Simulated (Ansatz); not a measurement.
Ge₉H₁₆, a cluster cut from cubic germanium. Total charge 0; triplet. Geometry r2SCAN-D4/def2-SVP, that of the neutral singlet; atoms count from 1.

| atom | x (Å) | y (Å) | z (Å) |
| --- | --- | --- | --- |
| Ge1 | -1.3822 | 2.3970 | -0.7108 |
| Ge2 | -0.1438 | -0.8751 | -2.7147 |
| Ge3 | 2.3006 | 1.0128 | -0.2310 |
| Ge4 | -0.2832 | 0.6893 | 2.7575 |
| Ge5 | 0.9560 | -2.5830 | 0.7556 |
| Ge6 | 0.4777 | 1.2912 | -1.8118 |
| Ge7 | -2.1290 | 1.2238 | 1.2768 |
| Ge8 | -0.7230 | -2.4825 | -0.9925 |
| Ge9 | 1.5617 | -0.3918 | 1.6078 |
| H10 | -2.5580 | 2.5556 | -1.6952 |
| H11 | -0.9257 | 3.8105 | -0.2973 |
| H12 | -1.3215 | -0.7176 | -3.6972 |
| H13 | 1.0565 | -1.4275 | -3.5094 |
| H14 | 2.7454 | 2.3883 | 0.3051 |
| H15 | 3.5102 | 0.3643 | -0.9336 |
| H16 | 0.2377 | 2.0017 | 3.3767 |
| H17 | -0.7816 | -0.2051 | 3.9101 |
| H18 | 2.2234 | -3.2406 | 0.1738 |
| H19 | 0.4543 | -3.4755 | 1.9083 |
| H20 | 0.9478 | 2.1856 | -2.9818 |
| H21 | -3.1417 | 2.1074 | 2.0329 |
| H22 | -2.8539 | -0.0707 | 0.8690 |
| H23 | -0.8648 | -3.8776 | -1.6341 |
| H24 | -2.0844 | -2.1120 | -0.3786 |
| H25 | 2.7216 | -0.5684 | 2.6144 |

Single mean-field runs in def2-TZVP are fitted with def2-universal-jkfit. At PBE0-D4/def2-TZVP a singlet of charge 0 lies 5.51 eV below the triplet at the same geometry.

**Question.** Estimate the Mulliken populations from the PBE0/def2-TZVP orbitals of Ansatz.

**Answer.** 
```csv
atom,charge (e),spin (α − β)
Ge1,0.01,-0.02
Ge2,0.01,-0.02
Ge3,0.08,0.45
Ge4,0.01,-0.02
Ge5,0.01,-0.02
Ge6,-0.15,0.38
Ge7,-0.09,0.07
Ge8,-0.09,0.07
Ge9,-0.15,0.38
H10,0.03,0.03
H11,0.02,0.02
H12,0.03,0.03
H13,0.02,0.02
H14,0.05,-0.01
H15,0.05,-0.01
H16,0.02,0.02
H17,0.03,0.03
H18,0.02,0.02
H19,0.03,0.03
H20,-0.02,0.23
H21,0.00,0.04
H22,0.03,0.00
H23,0.00,0.04
H24,0.03,0.00
H25,-0.02,0.23
```
Mulliken values depend strongly on the basis.

**Question.** Where does the spin sit?

**Answer.** Summed by element: Ge 1.27, H 0.73, of 2 unpaired in all. Largest on single atoms: Ge3 0.45, Ge6 0.38, Ge9 0.38.

**Question.** And the Mayer bond orders between heavy atoms (over 0.3)?

**Answer.** Ge1–Ge6 0.88 (2.43 Å); Ge1–Ge7 0.86 (2.43 Å); Ge2–Ge6 0.88 (2.43 Å); Ge2–Ge8 0.86 (2.43 Å); Ge3–Ge6 0.69 (2.43 Å); Ge3–Ge9 0.69 (2.43 Å); Ge4–Ge7 0.86 (2.43 Å); Ge4–Ge9 0.88 (2.43 Å); Ge5–Ge8 0.86 (2.43 Å); Ge5–Ge9 0.88 (2.43 Å).
